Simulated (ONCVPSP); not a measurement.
# zirconium ONCV: all-electron and pseudo phase curves

- Element: zirconium
- Generator: ONCVPSP 4.0.1
- Type: optimised norm-conserving Vanderbilt (ONCV)
- Functional: PBE
- Relativity: scalar-relativistic
- Frozen core: [Ar] 3d10
- Valence charge: 12
- Reference configuration: 4s2 4p6 4d2 5s2
- Partial waves: 4s+5s: rc 1.80 bohr, ncon 4, nbas 7, qcut 6.3 1/bohr, 2 projectors; 4p: rc 2.00 bohr, ncon 4, nbas 7, qcut 8.5 1/bohr, 3 projectors, debl 1.5 Ha; 4d: rc 2.15 bohr, ncon 5, nbas 9, qcut 5.7 1/bohr, 1 projector
- Local potential: polynomial inside 1.65 bohr (lpopt 5, dvloc0 6 Ha)
- Core correction: Teter function fitted to the true core (icmod 2), fcfact 0.4

The phase is arctan(r·R′/R) of the radial function R(r), unwrapped; energies in Ha, scanned from -4 to 5 Ha. A pole is an energy at which the radial function vanishes at the test radius. The pseudo phase is shifted by a multiple of π to meet the all-electron one at the reference energy, and phase errors are pseudo minus all-electron; the curves can meet again beyond the range given. Levels narrower than the energy grid can be missing from the lists of poles.

**Question.** For each channel, where are the poles, and over which energies does the pseudopotential scatter like the atom?

**Answer.**

| channel | radius (bohr) | reference energy (Ha) | poles, all-electron | poles, pseudo | unbroken range about the reference energy with phases within 0.05 rad | phase error 1 Ha above the reference energy (rad) |
| --- | --- | --- | --- | --- | --- | --- |
| s | 1.83 | -0.16 | -1.47 | -1.47 | the whole range | +0.000 |
| p | 2.03 | -1.19 | -0.76 | -0.76 | the whole range | -0.000 |
| d | 2.19 | -0.13 | 0.60 | 0.61 | below 1.7 | +0.006 |

Phases in the p channel:

```
E (Ha)  all-electron  pseudo
 -3.98         1.319   1.319
 -3.74         1.305   1.305
 -3.50         1.287   1.287
 -3.26         1.265   1.265
 -3.02         1.237   1.237
 -2.78         1.199   1.199
 -2.54         1.146   1.146
 -2.30         1.063   1.063
 -2.06         0.914   0.914
 -1.82         0.580   0.580
 -1.58        -0.245  -0.245
 -1.34        -1.049  -1.049
 -1.10        -1.375  -1.375
 -0.86        -1.528  -1.528
 -0.62        -1.623  -1.623
 -0.38        -1.694  -1.694
 -0.14        -1.758  -1.758
  0.10        -1.823  -1.823
  0.34        -1.898  -1.898
  0.58        -1.996  -1.996
  0.82        -2.137  -2.137
  1.06        -2.365  -2.365
  1.30        -2.755  -2.755
  1.54        -3.312  -3.312
  1.78        -3.801  -3.801
  2.02        -4.098  -4.098
  2.26        -4.271  -4.271
  2.50        -4.380  -4.379
  2.74        -4.454  -4.454
  2.98        -4.508  -4.508
  3.22        -4.549  -4.549
  3.46        -4.582  -4.582
  3.70        -4.609  -4.609
  3.94        -4.632  -4.632
  4.18        -4.652  -4.652
  4.42        -4.670  -4.670
  4.66        -4.687  -4.687
  4.90        -4.703  -4.703
```
